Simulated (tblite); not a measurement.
A tight-binding relaxation on `[BH]O[C@@H](F)CC` [radical].

Computed with GFN2-xTB geometry optimisation, gas phase (tblite 0.8.0). Start geometry: from a force field or distance geometry. A driver script takes a list of jobs; this job's settings line and coordinates (Å) are shown.

Command:
```bash
OMP_NUM_THREADS=1 python probes_run.py task.json out
```

Input:
```
{"job": {"kind": "relax", "xc": "GFN2-xTB", "basis": "xTB"}, "charge": 0, "multiplicity": 2}
B     -2.540700    -0.674200     0.727400
O     -1.168700    -0.196700     0.888600
C     -0.685300     0.311600    -0.326000
F     -1.347800     1.511300    -0.636700
C      0.803000     0.604800    -0.208900
C      1.613500    -0.669200    -0.007100
H     -3.452400     0.066800     0.921600
H     -0.836200    -0.399500    -1.167700
H      0.990500     1.300300     0.631800
H      1.146300     1.099400    -1.145600
H      1.458400    -1.374100    -0.851100
H      2.694300    -0.417300     0.050200
H      1.320800    -1.162600     0.955500
```

Output:
```
step      E/eV     max force
  0    -542.81572    2.690
  1    -542.99608    1.528
  2    -543.07691    1.127
  3    -543.10462    0.975
  4    -543.17909    1.670
  5    -543.23745    1.790
  6    -543.38328    2.391
  7    -543.48673    1.091
  8    -543.53064    0.909
  9    -543.60177    0.611
... (95 lines left out)
105    -543.73869    0.032
106    -543.73885    0.065
107    -543.73894    0.028
108    -543.73904    0.022
109    -543.73910    0.033
110    -543.73918    0.035
111    -543.73929    0.040
112    -543.73943    0.035
113    -543.73953    0.021
114    -543.73956    0.010
```

«max force» is the largest atomic force in eV/Å.

From which step on does the largest force stay under 0.1 eV/Å, and how much energy is left to gain from there?

From step 78 (0.054 eV/Å), 6.6 meV above the end.

Main results: energy lowered by 21.3 kcal/mol over 114 steps; largest atomic force 0.010 eV/Å at the end.

Where do the atoms end?

0.505 Å rms from the input after alignment:
```
atom  x, y, z in Å
B1    -2.2800   -0.3506    1.2310
O2    -1.3586   -0.6773    0.3542
C3    -0.7236    0.0938   -0.6253
F4    -1.4875    1.1961   -0.9379
C5     0.6527    0.5579   -0.1605
C6     1.5947   -0.6219    0.0367
H7    -2.7928    0.7019    1.3542
H8    -0.6663   -0.5081   -1.5457
H9     0.5241    1.1043    0.7767
H10    1.0473    1.2469   -0.9099
H11    1.7504   -1.1479   -0.9028
H12    2.5574   -0.2750    0.4027
H13    1.1778   -1.3198    0.7587
```

Time: 0.37 s of wall time. Hardware: Arm Neoverse V2, one thread, on a shared host.
Labels such as C1 count atoms from 1, the log's own numbers from 0.
